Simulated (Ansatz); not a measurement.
Wavefunction ladder for C₂H₆O₂Sn, SMILES `[CH3][SnH]([OH])[CH]=O`

Z-matrix (Å, degrees):
```
C
Sn 1 2.126
H 1 1.090 2 108.5
H 1 1.090 2 109.9 3 119.7
H 1 1.089 2 110.1 3 -119.6
O 2 1.977 1 105.6 3 38.5
C 2 2.210 1 111.0 3 -75.1
H 2 1.716 1 114.9 3 157.5
H 6 0.959 2 113.8 1 141.5
O 7 1.199 2 121.5 1 -52.8
H 7 1.117 2 118.3 1 126.2
```

The species carries charge 0 and has multiplicity 1. Correlated methods include outer-core shells of Sn, which these sets cover unevenly. Sn: def2 effective core potential. All single points use the PBE0-D4/def2-TZVP geometry. It is one conformer, not always the lowest. Frozen core, restricted reference, the Gaussian-basis code of Ansatz.

| basis | HF (Eh) | MP2 corr. |
| --- | --- | --- |
| def2-SVP | -442.08657 | -0.75734 |
| def2-TZVPP | -442.38293 | -1.13727 |
| def2-QZVPP | -442.39606 | -1.41023 |

Task: Estimate the CCSD correlation energy and the (T) correction in each basis where they were run (hartree).

Result: 
```csv
basis,CCSD corr.,(T)
def2-SVP,-0.79939,-0.02364
def2-TZVPP,-1.15593,-0.04415
```
